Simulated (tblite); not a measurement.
Species: C6H13FSSi.
Z-matrix (Å and degrees, GFN2-xTB geometry), rows numbered from 1:
```
C 
C   1  1.3254
Si  2  1.8764  1  124.09
F   3  1.6215  2  107.64  1   -12.61
C   3  1.9229  2  111.83  1   103.26
C   5  1.5294  3  110.46  2    58.69
C   5  1.5306  3  109.57  2   178.96
C   5  1.5290  3  107.67  2   -61.02
S   8  1.8343  5  115.17  3   178.79
H   1  1.0775  2  121.36  3     0.64
H   1  1.0792  2  122.59  3  -179.69
H   2  1.0825  1  118.47  3   179.70
H   3  1.4559  2  114.29  1  -128.02
H   6  1.0881  5  110.94  3   -59.41
H   6  1.0893  5  110.23  3  -179.11
H   6  1.0875  5  110.70  3    61.07
H   7  1.0878  5  110.44  3   -58.30
H   7  1.0885  5  110.80  3    61.65
H   7  1.0896  5  110.70  3  -177.60
H   8  1.0907  5  110.43  3    61.57
H   8  1.0894  5  111.31  3   -59.46
H   9  1.3306  8   96.41  5    75.44
```

Computed with GFN2-xTB (tblite): harmonic, unscaled wavenumbers at the GFN2-xTB geometry, gas phase. Against measured fundamentals such values can be off by several per cent, at times by over 20. Modes of hydrogen on silicon and sulfur can be 10 to 20 % off. One conformer, not necessarily the lowest.

Harmonic wavenumbers (cm⁻¹): 31.7, 35.5, 75.2, 113.4, 125.2, 150.4, 192.7, 209.7, 230.0, 251.8, 264.1, 294.3, 342.1, 373.4, 381.5, 409.1, 495.4, 618.7, 639.3, 668.2, 705.5, 737.0, 771.6, 806.5, 882.8, 920.0, 925.7, 973.1, 994.9, 1009.4, 1025.0, 1030.3, 1119.4, 1170.9, 1218.4, 1250.9, 1272.1, 1278.5, 1410.1, 1415.1, 1423.5, 1445.1, 1495.8, 1500.8, 1509.7, 1512.6, 1662.4, 2319.6, 2441.0, 2986.1, 2989.8, 3004.2, 3014.3, 3021.9, 3026.2, 3031.8, 3035.1, 3042.8, 3080.5, 3114.4.

A = 1633, B = 700.4, C = 642.1 MHz; mass 164.049 u (most abundant isotopes); point group C1, symmetry number 1.

Problem. Zero-point energy?

Solution. ½Σν̃ = 37738 cm⁻¹ = 451.45 kJ/mol.

Problem. What is S at 200 K and 1 bar for an ideal gas of classical rigid rotors and harmonic oscillators?

Solution. Translation 164.16, rotation 122.47, vibration 123.40: S = 410.0 J/(mol K).

Problem. And Cp and H(200 K) − H(0)?

Solution. Cp = 155.70 J/(mol K), of which vibrations give 122.44 (their classical limit is 60 R = 498.9); H(200 K) − H(0) = 19.60 kJ/mol without the zero-point energy, 12.94 from vibrations.

Problem. What must be added to the electronic energy to get the Gibbs energy at 200 K and 1 bar?

Solution. ZPE + [H(200 K) − H(0)] − T·S = 451.45 + 19.60 − 82.01 = 389.04 kJ/mol.

Problem. How do the functions run with temperature in this model?

Solution. 
```tsv
T (K)	S (J/(mol K))	Cp (J/(mol K))	H − H(0) (kJ/mol)	G − H(0) (kJ/mol)	ln q(vib)
50	265.3	66.2	2.42	-10.85	1.17
100	322.3	101.4	6.63	-25.60	3.09
298.15	481.2	203.4	37.24	-106.22	10.78
373.15	530.5	237.6	53.79	-144.18	13.50
500	607.2	286.9	87.17	-216.43	17.92
750	737.7	356.6	168.25	-385.06	25.99
1000	847.1	403.2	263.59	-583.54	33.27
```

q(vib) and H(0) count from the zero-point level.

Problem. Blend soft modes into free rotors: weight 1/[1 + (100 cm⁻¹/ν̃)⁴] for the oscillator and the rest for a rotor with moment μB/(μ + B), μ = h/(8π²ν), B = 10⁻⁴⁴ kg m². What vibrational entropy results?

Solution. 111.60 J/(mol K) in place of 123.40, which changes −T·S at 200 K by +2.36 kJ/mol.

Hindered rotation and anharmonicity are outside this model. Other conformers, if any are populated, would add a mixing term that is left out. The structure is chiral; the term R ln 2 for an equal mix with its mirror image is left out.
